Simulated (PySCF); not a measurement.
## Does the structure fit the spectrum?

A compound C4H14O2Si3 gives the data below (simulated from a calculation) and was assigned the structure `C=C(C)[SiH2][Si@H](OC)O[SiH3]`.

13C{1H} NMR (computed): δ 170.0 (C), 126.6 (CH), 61.0 (CH2), 20.7 (CH3).

1H NMR (500 MHz, computed): δ 5.77 (q, 1H), 5.30 (s, 2H), 4.28 (s, 3H), 4.16 (q, 2H), 4.13 (d, 3H), 1.35 (t, 3H).

Level of theory: shieldings: GIAO PBE0/pcSseg-1, geometry: GFN2-xTB, in PySCF 2.14.0 with density-fitted response routines (one averaged value for each set of equivalent atoms, a single conformation, non-relativistic, no solvent).

References, each an isolated molecule treated in the same way: 1H (σ = 31.72 ppm), 13C (σ = 186.93 ppm) vs TMS.

**Question.** Compare with the shifts computed for the proposed structure, pairing carbons in order of shift.

**Answer.** Structure with atom numbers: `[CH2:1]=[C:2]([CH3:3])[SiH2:4][Si@H:5]([O:6][CH3:7])[O:8][SiH3:9]`; H(Xn) means a hydrogen on atom n.

```tsv
atom	computed for proposal	given list	difference
C2	148.5	170.0	-21.5
C1	135.5	126.6	+8.9
C7	53.0	61.0	-8.0
C3	29.2	20.7	+8.5
```

The rms difference is 13.0 ppm and the largest -21.5 ppm at C2 (fully substituted alkene carbon). The carbon types in order of shift don't match either: C, CH2, CH3, CH3 for the proposal against C, CH, CH2, CH3 in the data. The proposal doesn't fit.

**Question.** Which isomer fits?

**Answer.** SMILES CCO[SiH2]O/C([SiH3])=C\[SiH3].

Carbon types of the structure: 1 × C, 1 × CH, 1 × CH2, 1 × CH3, leaving 8 H on heteroatoms. δC 170.0: alkene carbon bearing oxygen; an sp2 carbon further deshielded by the attached heteroatom. δC 126.6: β carbon of an enol-ether or enamine type C=C. δC 61.0: sp3 CH2 bonded to O; deshielded by the electronegative neighbour. δH 4.16: hydrogen on an sp3 CH2 bonded to O; its carbon carries O, hence the downfield position.

The data come from this structure; uniqueness wasn't tested.

Shifts are as computed. Against solution values, carbons near 30 ppm lie about +3 ppm off and those near 130 ppm about +5 ppm. Of 1309 compounds with measured shifts, 239 miss one by over three times the rms of a fit or turn the order of signals round; such compounds aren't used in these exercises. Multiplicities follow the n + 1 count of equivalent neighbours, as no J values were calculated; m marks all less simple cases, F and P coupling included.
